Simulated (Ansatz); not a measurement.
Spectroscopic constants of RbMn, multiplicity 7 (lowest of 2S+1 = 1, 3, 5, 7 at CCSD(T)/def2-TZVPP on PBE0 minima; our sources give no spin for the ground state, which may be another). No spin–orbit coupling. Mn is treated without relativity.

Seven points along R, fitted to fifth degree in 1/R; most abundant isotopes. Runs in def2 and cc sets follow the lowest solution found near the PBE0 minimum.

Run with Ansatz (Gaussian basis) for Hartree–Fock, density functionals and correlated methods. Values without a source in brackets are computed. In def2 rows elements past Kr take small-core potentials, without spin–orbit coupling.

Energies at PBE0/def2-TZVPP:

```tsv
R (Å)	E (hartree)
3.736021	-1174.85027658
3.836452	-1174.85078229
3.928848	-1174.85101784
4.033296	-1174.85107968
4.137744	-1174.85097796
4.258260	-1174.85071561
4.398863	-1174.85028076
```

Problem. With a reduced mass of 33.3564 u, find the minimum, the force constant and the constants.

Solution. A fifth-degree polynomial in 1/R puts the minimum at r_e = 4.0156 Å with force constant 6.84 N/m. Then ω_e = (1/2πc)√(k/μ) = 59 cm⁻¹ and B_e = h/(8π²cμr_e²) = 0.03134 cm⁻¹; the cubic and quartic terms give α_e = 0.00029 and ω_e x_e = 0.50 cm⁻¹.

Ansatz is a quantum-chemistry and plane-wave program.
